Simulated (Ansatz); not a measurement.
Basis-set extrapolation for C2H7BO (`CB(C)O`) (PBE0-D4/def2-TZVP geometry, frozen core, Ansatz). Multiplicity 1, RHF reference.

```
                      def2-TZVPP   def2-QZVPP
                 HF  -179.506081  -179.514768
    MP2 correlation    -0.699104    -0.747468
CCSD(T) correlation    -0.763337      not run
```

Energies in hartree. Use E(X) = E(∞) + A·exp(−7.88·√X) for Hartree–Fock and E(X) = E(∞) + B·X^(−2.97) for correlation, with X = 3 and 4, and add CCSD(T) minus MP2 of the smaller set to the MP2 limit.

Question: What is the CCSD(T) energy at the basis-set limit?

Answer: HF limit: -179.514768 + (-0.008687) × 0.13774 = -179.51596. MP2 limit: -0.747468 + (-0.048364) × 0.74074 = -0.78329. Higher-order term: -0.763337 − (-0.699104) = -0.06423. Total: -180.36348 hartree, 2.56 eV below CCSD(T)/def2-TZVPP.
